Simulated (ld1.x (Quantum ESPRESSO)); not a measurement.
Results of a calculation; reference values are marked as such.
**Potentials for indium (In) compared**

Generated with ld1.x 7.5 (TM, RRKJ, ultrasoft, PAW), atompaw 4.2 or ONCVPSP 4.0.1. The cutoff is in Ry: for ld1.x and atompaw files where the sum of valence levels is converged to 10 mRy in a Bessel basis, for ONCV files where the hardest occupied wave has 1 mHa per electron of residual kinetic energy. The error is the largest all-electron minus pseudo excitation energy over each file’s own four to seven test configurations (ionisations up to +4, promotions, holes and added fractions of an electron), all of which were solved. The labels leave out finer settings (local radius, basis sizes, second energies), which also bear on the numbers. Spin-polarised tests are not counted. The rows are a selection from randomly drawn settings: files with unsolved tests, undetermined cutoffs or missed reference levels are left out.

A true bound ghost makes a file unfit for plane-wave use even where its test errors are small: the radial tests pick states by their node count and pass the ghost by.

```tsv
potential	cutoff (Ry)	largest error (meV)	bound ghosts
TM, LDA (PZ), scalar-relativistic, rc 1.85/1.95/1.90 (spd), local s, core correction yes, reference 5s2 5p1	25	-215	d
TM, PBEsol, scalar-relativistic, rc 1.70/2.00/1.40 (spd), local s, core correction yes, reference 4d10 5s1.5 5p1.5	90	-231	none
RRKJ, PBEsol, scalar-relativistic, rc 1.75/2.30 (sp), local s, core correction yes, reference 5s2 5p1	21	-222	none
TM, PBEsol, scalar-relativistic, rc 2.00/3.00/2.50 (spd), local s, core correction no, reference 5s2 5p1	18	+79	d
ultrasoft, PBEsol, scalar-relativistic, rc 2.50/2.55/1.50/2.80 (spdf), local smoothed, core correction no, reference 4d10 5s2 5p1	60	+49	none
```

Fill in the row for In: ultrasoft, PBEsol, scalar-relativistic, rc 2.10/2.35/2.75 (spd), local smoothed, core correction yes, reference 5s1 5p0.

cutoff 8 Ry, largest error -204 meV, bound ghosts: none.

Fill in the row for In: PAW, Wu–Cohen, scalar-relativistic, rc 2.10/2.50/1.50 (spd), local smoothed, core correction yes, reference 4d10 5s2 5p1.

cutoff 60 Ry, largest error -86 meV, bound ghosts: none.

Fill in the row for In: TM, LDA (PZ), fully relativistic, rc 2.35/1.90/2.50 (spd), local s, core correction no, reference 5s2 5p0.75.

cutoff 25 Ry, largest error +151 meV, bound ghosts: p3/2, d3/2, d5/2.
